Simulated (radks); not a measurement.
Neutral tungsten, 74 electrons, occupied as [Xe] 4f14 5d4 6s2. Method: non-relativistic Kohn-Sham, r2SCAN, spin-unpolarised, spherical densities, point nucleus; meta-GGA in the generalised Kohn-Sham scheme; relativity is left out, which matters for an element this heavy; computed with a radial shooting solver on a logarithmic mesh with Libxc functionals. Some entries of the table are withheld. Estimate them.

| orbital | occ. | eigenvalue (eV) | r(max) (bohr) | <1/r> (bohr^-1) |
|---|---|---|---|---|
| 1s | 2 | -63829.24 | 0.01358 | 73.44 |
| 2s | 2 | -10516.09 | 0.07396 | 17.24 |
| 2p | 6 | -10074.63 | 0.05746 | 17.26 |
| 3s | 2 | -2409.443 | 0.2031 | 6.640 |
| 3p | 6 | -2205.040 | 0.1914 | 6.581 |
| 3d | 10 | -1824.820 | 0.1513 | 6.495 |
| 4s | 2 | -488.6445 | 0.4570 | 2.860 |
| 4p | 6 | (1) | 0.4582 | 2.764 |
| 4d | 10 | -245.8635 | 0.4551 | 2.564 |
| 5s | 2 | -66.9756 | 1.053 | 1.120 |
| 4f | 14 | -42.5587 | (2) | 2.133 |
| 5p | 6 | -42.0467 | 1.133 | 1.005 |
| 5d | 4 | -5.8688 | 1.454 | 0.6731 |
| 6s | 2 | -4.9141 | 2.981 | (3) |

Answer. 
(1) 4p eigenvalue (eV): -402.4544
(2) 4f r(max) (bohr): 0.4237
(3) 6s <1/r> (bohr^-1): 0.3541
